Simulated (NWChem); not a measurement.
Program: NWChem. System: H$_{5}$GeSi, charge 0, spin multiplicity 2, at a geometry optimised with UB3LYP/def2-SVP. The structure started from a generated list of species. Its SCF solution wasn't tested for a lower state. Level: UMP2/def2-TZVP, 14 core orbitals frozen.

The NWChem input:

```
start mol
memory heap 200 mb stack 900 mb global 1100 mb
geometry units angstroms nocenter noautoz
  Si    -0.154904    -1.644129     0.000000
  Ge     0.034598     0.741379     0.000000
  H      0.431428    -2.279913     1.220482
  H      0.431428    -2.279913    -1.220482
  H     -0.655792     1.321214    -1.252970
  H     -0.655792     1.321214     1.252970
  H      1.510227     1.211100     0.000000
  symmetry group Cs
end
basis spherical
  * library def2-tzvp
end
scf
  uhf
  nopen 1
  maxiter 100
  thresh 1e-7
  semidirect memsize 60000000 filesize 0
  # guess.movecs holds the orbitals of an unrestricted PBE0 run
  vectors input guess.movecs output mol.movecs
end
mp2
  freeze core 14
end
task mp2 energy
```

Part of the output:

```
             Northwest Computational Chemistry Package (NWChem) 7.3.0
             --------------------------------------------------------

                                NWChem Input Module
                                -------------------

 Scaling coordinates for geometry "geometry" by  1.889725989
 (inverse scale =  0.529177249)

 Turning off AUTOSYM since
 SYMMETRY directive was detected!

                             Geometry "geometry" -> ""
                             -------------------------

 Output coordinates in angstroms (scale by  1.889725989 to convert to a.u.)

  No.       Tag          Charge          X              Y              Z
 ---- ---------------- ---------- -------------- -------------- --------------
    1 Si                  14.0000    -0.15490400    -1.64412900     0.00000000
    2 Ge                  32.0000     0.03459800     0.74137900     0.00000000
    3 H                    1.0000     0.43142800    -2.27991300     1.22048200
    4 H                    1.0000     0.43142800    -2.27991300    -1.22048200
    5 H                    1.0000    -0.65579200     1.32121400    -1.25297000
    6 H                    1.0000    -0.65579200     1.32121400     1.25297000
    7 H                    1.0000     1.51022700     1.21110000     0.00000000

 Effective nuclear repulsion energy (a.u.)     160.5965016184

            Nuclear Dipole moment (a.u.)
            ----------------------------
        X                 Y               Z
 ---------------- ---------------- ----------------
    -0.0000396842     0.0000453534     0.0000000000

      Symmetry information
      --------------------

 Group name             Cs
 Group number              2
 Group order               2
 No. of unique centers     5

      Symmetry unique atoms

     1    2    3    5    7


 Summary of "ao basis" -> "" (spherical)
 ------------------------------------------------------------------------------
       Tag                 Description            Shells   Functions and Types
 ---------------- ------------------------------  ------  ---------------------
 *                         def2-tzvp                  on all atoms

 Summary of "ao basis" -> "ao basis" (spherical)
 ------------------------------------------------------------------------------
       Tag                 Description            Shells   Functions and Types
 ---------------- ------------------------------  ------  ---------------------
 Si                        def2-tzvp                13       37   5s5p2d1f
 Ge                        def2-tzvp                16       48   6s5p4d1f
 H                         def2-tzvp                 4        6   3s1p

                                 NWChem SCF Module
                                 -----------------

  ao basis        = "ao basis"
  functions       =   115
  atoms           =     7
  alpha electrons =    26
  beta  electrons =    25
  charge          =   0.00
  wavefunction    = UHF
  use symmetry    = T
  symmetry adapt  = T

 Summary of "ao basis" -> "ao basis" (spherical)
 ------------------------------------------------------------------------------
       Tag                 Description            Shells   Functions and Types
 ---------------- ------------------------------  ------  ---------------------
 Si                        def2-tzvp                13       37   5s5p2d1f
 Ge                        def2-tzvp                16       48   6s5p4d1f
 H                         def2-tzvp                 4        6   3s1p
[...]
 -----------   ------   -------------------------------------------------------
    1 Si  14     6.50   1.00  0.29  0.70  0.39  0.23  2.05  0.87  0.21  0.53  0.12  0.04  0.06  0.01
    2 Ge  32    15.96   1.00  1.00  0.58  0.40  0.38  0.29  2.99  2.22  0.78  0.73  0.49  4.46  0.55  0.03  0.06  0.01
    3 H    1     0.52   0.12  0.28  0.12  0.00
    4 H    1     0.52   0.12  0.28  0.12  0.00
    5 H    1     0.51   0.11  0.29  0.11  0.00
    6 H    1     0.51   0.11  0.29  0.11  0.00
    7 H    1     0.49   0.11  0.27  0.10  0.00

   Mulliken analysis of the spin density
   -------------------------------------

    Atom       Charge   Shell Charges
 -----------   ------   -------------------------------------------------------
    1 Si  14     1.00   0.00  0.00 -0.00  0.08  0.09  0.02 -0.02  0.08  0.47  0.28 -0.00  0.00 -0.00
    2 Ge  32    -0.01   0.00  0.00  0.00 -0.00 -0.00 -0.00 -0.00  0.00 -0.00 -0.00 -0.01  0.00 -0.00  0.00  0.01  0.00
    3 H    1    -0.01  -0.00 -0.00 -0.01  0.00
    4 H    1    -0.01  -0.00 -0.00 -0.01  0.00
    5 H    1    -0.01  -0.00 -0.00 -0.00 -0.00
    6 H    1    -0.01  -0.00 -0.00 -0.00 -0.00
    7 H    1     0.04   0.01  0.02  0.01 -0.00

       Multipole analysis of the density wrt the origin
       ------------------------------------------------

     L   x y z        total         alpha         beta         nuclear
     -   - - -        -----         -----         ----         -------
     0   0 0 0     -0.000000    -26.000000    -25.000000     51.000000

     1   1 0 0     -0.025060      0.518724     -0.543744     -0.000040
     1   0 1 0     -0.033088      1.577546     -1.610680      0.000045
     1   0 0 1      0.000000      0.000000     -0.000000      0.000000

     2   2 0 0    -26.727919    -23.118309    -17.491802     13.882192
     2   1 1 0      0.071803     -6.929924     -1.980477      8.982204
     2   1 0 1      0.000000      0.000000     -0.000000      0.000000
     2   0 2 0    -27.155223   -146.278711   -133.660710    252.784198
     2   0 1 1      0.000000      0.000000     -0.000000      0.000000
     2   0 0 2    -26.505143    -24.922940    -23.433618     21.851415

                   NWChem MP2 Semi-direct Energy/Gradient Module
                   ---------------------------------------------

  Basis functions       =    115
  Molecular orbitals    =    115
  Frozen core           =     14
  Frozen virtuals       =      0
  Active alpha occupied =     12
  Active beta occupied  =     11
  Active alpha virtual  =     89
  Active beta virtual   =     90
  Use MO symmetry       = T
  Use skeleton AO sym   = T

  AO/Fock/Back tols     =   1.0D-09  1.0D-09  1.0D-09

 GA uses MA = F    GA memory limited = T

 Available:
  local mem=  1.26D+08
 global mem=  1.44D+08
 local disk=  0.00D+00
  mp2_memr nvloc                    89
  nvloc new                    89
   1 passes of  12:        5242880                      80357                  23258734.
   1 passes of  12: M    126143188           G      144152750           F     120900308.

 Semi-direct pass number   1 of   1  for UHF alpha       at        5.8s
  vrange nnbf                  6399
  mp2_eaftype                    88  avail_ma_in_mb                  1099
 EAF : mp2_eaftype filesize          88   11629367.
  mp2_eaf for mointskh                     88
Node 0 wrote     54.7 Mb in      0.0 s     Agg I/O rate:  2833.5 Mb/s
 Done moints_semi at       13.7s
  mp2_eaftype                    88  avail_ma_in_mb                  1011
 EAF : mp2_eaftype filesize          88   11629367.
  mp2_eaf for kh                    88
 Done maket at       13.9s
 Done multipass loop at       13.9s

 GA uses MA = F    GA memory limited = T

 Available:
  local mem=  1.26D+08
 global mem=  1.44D+08
 local disk=  0.00D+00
  mp2_memr nvloc                    90
  nvloc new                    90
   1 passes of  11:        5242880                      76459                  21561719.
   1 passes of  11: M    126143188           G      144152750           F     120900308.

 Semi-direct pass number   1 of   1  for UHF beta        at       13.9s
  vrange nnbf                  6399
  mp2_eaftype                    82  avail_ma_in_mb                  1099
 EAF : mp2_eaftype filesize          82   10780859.
  mp2_eaf for mointskh                     82
Node 0 wrote     50.7 Mb in      0.0 s     Agg I/O rate:  3092.9 Mb/s
 Done moints_semi at       21.4s
  mp2_eaftype                    82  avail_ma_in_mb                  1017
 EAF : mp2_eaftype filesize          82   10780859.
  mp2_eaf for kh                    82
 Done maket at       21.6s
 Done multipass loop at       21.6s

          -------------------------------------------
          SCF energy               -2367.174079858537
          Correlation energy          -0.357070102704
          Singlet pairs                0.000000000000
          Triplet pairs                0.000000000000
          Total MP2 energy         -2367.531149961241
          -------------------------------------------

          ---------------------------------------------------
                    Spin Component Scaled (SCS) MP2
          Same spin pairs                     -0.085250526503
          Same spin scaling factor             0.333333333333
          Opposite spin pairs                 -0.271819576201
          Opposite spin scaling fact.          1.200000000000
          SCS-MP2 correlation energy          -0.354600333609
          Total SCS-MP2 energy             -2367.528680192146
          ---------------------------------------------------

 -----------------------
 Performance information
 -----------------------

 Timer overhead =  2.00D-07 seconds/call

               Nr. of calls         CPU time (s)                 Wall time (s)                GFlops
             ---------------    -------------------     ------------------------------   -------------------
Name         Min   Avg   Max    Min     Avg     Max     Min     Avg     Max   Mx/calls   Min     Max     Sum
mp2: moin     2     2     2    15.     15.     15.      15.     15.     15.     7.7      0.0     0.0     0.0
mp2: make     2     2     2   0.43    0.43    0.43     0.43    0.43    0.43    0.22      0.0     0.0     0.0
mp2: tota     1     1     1    16.     16.     16.      16.     16.     16.     16.      0.0     0.0     0.0

 The average no. of pstat calls per process was 5.00D+00
 with a timing overhead of 1.00D-06s

 Task  times  cpu:       21.6s     wall:       21.6s

 Total times  cpu:       21.6s     wall:       21.6s
```
